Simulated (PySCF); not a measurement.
Ligand exchange on a metal centre used in film growth or etching (Nb Cl-NH2). All species are isolated molecules in the gas phase. One relaxed conformer stands for each flexible species; it need not be the lowest.

All values below come from PBE-D3(BJ)/def2-TZVP // r2SCAN-D4/def2-SVP in PySCF. All candidates: neutral, multiplicity 1. 

```yaml
LUMO: -2.51 eV
HOMO–LUMO gap: 3.26 eV
HOMO: -5.77 eV
```

Identify which member has these values.
A. [Nb(Cl)3(NH2)2]
B. [Nb(Cl)4(NH2)]
C. [Nb(Cl)(NH2)4]
D. [Nb(Cl)2(NH2)3]

C, [Nb(Cl)(NH2)4]. The others give [Nb(Cl)4(NH2)]: -4.70 eV, 2.68 eV, -7.38 eV; [Nb(Cl)3(NH2)2]: -4.11 eV, 2.90 eV, -7.01 eV; [Nb(Cl)2(NH2)3]: -3.68 eV, 2.49 eV, -6.17 eV
